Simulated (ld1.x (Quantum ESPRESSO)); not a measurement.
## Reading a pseudo-wave (Eu)

Columns: radius, all-electron u(r) and pseudo u(r) of the 5d shell (level -3.38 eV) of europium in the configuration [Kr] 4d10 4f6 5s2 5p6 5d1 6s2 6p0; PBE, non-relativistic, PAW scheme, ld1.x (Quantum ESPRESSO) 7.5.

```tsv
r (bohr)	all-electron	pseudo
0.198	0.1337	0.0008
0.395	-0.2292	0.0064
0.593	-0.2386	0.0208
0.790	-0.0217	0.0466
0.988	0.2179	0.0851
1.185	0.4062	0.1350
1.383	0.5338	0.1942
1.580	0.6079	0.2580
1.778	0.6420	0.3221
1.975	0.6480	0.3809
2.173	0.6356	0.4304
2.370	0.6120	0.4667
2.568	0.5819	0.4883
2.765	0.5488	0.4948
2.963	0.5145	0.4878
3.160	0.4808	0.4701
3.358	0.4478	0.4448
3.555	0.4163	0.4159
3.753	0.3859	0.3860
3.950	0.3572	0.3572
4.148	0.3298	0.3298
4.345	0.3040	0.3040
4.542	0.2797	0.2797
4.740	0.2568	0.2568
4.938	0.2353	0.2353
5.135	0.2154	0.2154
```

How many radial nodes do the two functions have?

The all-electron 5d function has n − l − 1 = 2; the pseudo-wave has 0, since the states of the same l below it are removed with the core.

At about which radius was the pseudo-wave matched?

3.95 bohr. The columns agree to 0.0005 from 3.56 bohr on; several derivatives are matched, so the curves merge somewhat inside the radius.

Where does each function peak?

Outermost all-electron maximum near 1.98 bohr, pseudo maximum near 2.77 bohr (to the table’s step).

Is the pseudo-wave norm-conserving?

No, it belongs to a PAW set: the norm inside the radius is not constrained, and the difference is carried by the augmentation charge.
